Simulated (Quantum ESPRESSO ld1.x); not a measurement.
Values are calculated unless marked as measured or tabulated.
Successive ionisation energies (eV) of one element, from differences of total energies of ions in their ground configurations, starting at charge 0: 5.852, 11.706, 26.199, 44.680, 72.237, 86.308, 100.62, 120.71, 136.46, 152.44, 175.34, 203.42, 232.94, 261.25, 283.18, 311.75, 345.30, 521.44, 557.47, 594.05, 631.15, 668.71. Level of theory: scalar-relativistic Kohn-Sham, LDA (Slater exchange, Perdew-Zunger correlation), spin-polarised, spherical densities, point nucleus; open shells are filled with parallel spins first (ld1.x of Quantum ESPRESSO 7.5). Which element is it?

Answer. Europium (Z = 63). The first species listed is Eu in [Xe] 4f7 6s2, the last Eu21+ in [Kr] 4d6.
